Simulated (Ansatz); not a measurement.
An input meant for MoClO3, that is [MoO3Cl]- with one electron fewer (charge 0, doublet).

```yaml
crystal:
  periodic: [false, false, false]
  atoms:
    - {symbol: Mo, position_ang: [0.060863, 0.105372, 0.043803]}
    - {symbol: O, position_ang: [0.070433, 0.086480, 1.770074]}
    - {symbol: O, position_ang: [1.684674, 0.115307, -0.542344]}
    - {symbol: O, position_ang: [-0.762394, 1.516810, -0.513439]}
    - {symbol: Cl, position_ang: [-1.053585, -1.823959, -0.758103]}
basis:
  gaussian: {orbitals: cc-pVTZ-rifit}
magnetization: {spin_polarized: true, initial_magnetization: 1}
hamiltonian: {xc: {name: HF}}
correlation: {method: mp2, electrons: outside_noble_gas}
output: {forces: true}
```

```sh
$ ansatz run in.yaml --threads 4 --pin off --events-out ev --progress --plain --max-ram 3916MiB
```

It prints (some lines left out):

```
Functional definition: HF
  name "HF"
  cite "Fock, Z. Phys. 61, 126 (1930) doi:10.1007/BF01340294"
  parent pbe
  exchange = exact_x
  correlation = 0
Error: [file] the basis set cc-pVTZ-RIFIT has no functions for Mo
```

In this input the basis set is misnamed or doesn't suit the job. The input was rejected before any iteration.
